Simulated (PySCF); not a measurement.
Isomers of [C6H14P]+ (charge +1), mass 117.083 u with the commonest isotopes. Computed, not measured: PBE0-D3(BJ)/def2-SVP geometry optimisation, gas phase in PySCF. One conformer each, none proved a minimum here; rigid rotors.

Task: Order these by rotational constant C, smallest first.
A. `[CH3:1][CH2:2][C@@H:3]1[C@H:4]([CH3:5])[P@H+:6]1[CH3:7]` (charge +1) with C1–C2–C3–C4 161°
B. `[CH3:1][CH2:2][C@@H:3]1[CH2:4][P@@H+:5]1[CH2:6][CH3:7]` (charge +1) with C1–C2–C3–C4 160°, C4–P5–C6–C7 -157°
C. `[CH3:1][C@@H:2]1[CH2:3][CH2:4][C@@H:5]([CH3:6])[PH2+:7]1` (charge +1) with C1–C2–C3–C4 -164°, C2–C3–C4–C5 51°, C3–C4–C5–C6 -162°, C4–C5–P7–C2 12°
D. `[CH3:1][CH:2]([CH3:3])[C@@H:4]1[CH2:5][P@@H+:6]1[CH3:7]` (charge +1) with C1–C2–C4–C5 -79°
E. `C1CC1[P+](C)(C)C`

Result: A (1114 MHz), B (1138 MHz), D (1169 MHz), C (1217 MHz), E (1508 MHz).

Task: Order these by dipole moment (about the centre of mass), largest first.
A. `[CH3:1][CH2:2][C@@H:3]1[C@H:4]([CH3:5])[P@H+:6]1[CH3:7]` (charge +1) with C1–C2–C3–C4 161°
B. `[CH3:1][C@@H:2]1[CH2:3][CH2:4][C@@H:5]([CH3:6])[PH2+:7]1` (charge +1) with C1–C2–C3–C4 -164°, C2–C3–C4–C5 51°, C3–C4–C5–C6 -162°, C4–C5–P7–C2 12°
C. `[CH3:1][CH2:2][C@@H:3]1[CH2:4][P@@H+:5]1[CH2:6][CH3:7]` (charge +1) with C1–C2–C3–C4 160°, C4–P5–C6–C7 -157°
D. `[CH3:1][CH:2]([CH3:3])[C@@H:4]1[CH2:5][P@@H+:6]1[CH3:7]` (charge +1) with C1–C2–C4–C5 -79°

Result: D (4.00 D), A (2.88 D), C (2.34 D), B (1.77 D).

Task: Order these by rotational constant B, smallest first.
A. `[CH3:1][CH2:2][C@@H:3]1[CH2:4][P@@H+:5]1[CH2:6][CH3:7]` (charge +1) with C1–C2–C3–C4 160°, C4–P5–C6–C7 -157°
B. `[CH3:1][C@@H:2]1[CH2:3][CH2:4][C@@H:5]([CH3:6])[PH2+:7]1` (charge +1) with C1–C2–C3–C4 -164°, C2–C3–C4–C5 51°, C3–C4–C5–C6 -162°, C4–C5–P7–C2 12°
C. `[CH3:1][CH2:2][C@@H:3]1[C@H:4]([CH3:5])[P@H+:6]1[CH3:7]` (charge +1) with C1–C2–C3–C4 161°
D. `[CH3:1][CH:2]([CH3:3])[C@@H:4]1[CH2:5][P@@H+:6]1[CH3:7]` (charge +1) with C1–C2–C4–C5 -79°

Result: D (1418 MHz), B (1579 MHz), A (1656 MHz), C (1692 MHz).

```tsv
SMILES	point group	Ia (u·Å²)	Ib (u·Å²)	Ic (u·Å²)	κ	μa (D)	μb (D)	μc (D)
CC[C@@H]1[C@H](C)[P@H+]1C	C1	210.17	298.69	453.81	-0.10	2.78	0.74	0.10
CC(C)[C@@H]1C[P@@H+]1C	C1	151.69	356.37	432.49	-0.77	3.98	0.29	0.15
C[C@@H]1CC[C@@H](C)[PH2+]1	near C2	131.08	320.03	415.25	-0.73	0.00	1.77	0.03
CC[C@@H]1C[P@@H+]1CC	C1	201.85	305.16	444.07	-0.24	1.39	1.87	0.19
C[P+](C)(C)C1CC1	Cs	171.04	319.94	335.07	-0.90	1.81	0.00	0.13
```
